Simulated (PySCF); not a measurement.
Spinor energies of W⁷²⁺ (tungsten, charge +72)

Start: 1s2. Calculated with PySCF 2.14 in an even-tempered Gaussian basis (16 s from 26 bohr⁻², ratio 2.6; 13 p from 34 bohr⁻², ratio 2.6; 6 d from 35 bohr⁻², ratio 2.8; 3 f from 1500 bohr⁻², ratio 2.8): generalised Hartree-Fock with the X2C-1e Hamiltonian and a Gaussian nucleus; spin-orbit coupling (SO) screened by Boettger's factors.

```tsv
spinor shell	electrons	ε, screened SO (eV)	weight of nominal j (screened SO)	rms radius, screened SO (bohr)
1s1/2	2	-79381.8	1.000	0.0206
```

```json
{"quantity": "E (hartree)", "screened SO": "-5889.45984"}
{"quantity": "M_J", "screened SO": "0"}
{"quantity": "⟨J²⟩", "screened SO": "0.000"}
{"quantity": "⟨L²⟩", "screened SO": "0.000"}
{"quantity": "⟨S²⟩", "screened SO": "0.000"}
```

Breit and QED terms are absent; they matter most for the inner s and p1/2 levels.

Densities and radii are taken from the X2C orbitals without a picture-change correction, which distorts them close to the nucleus.
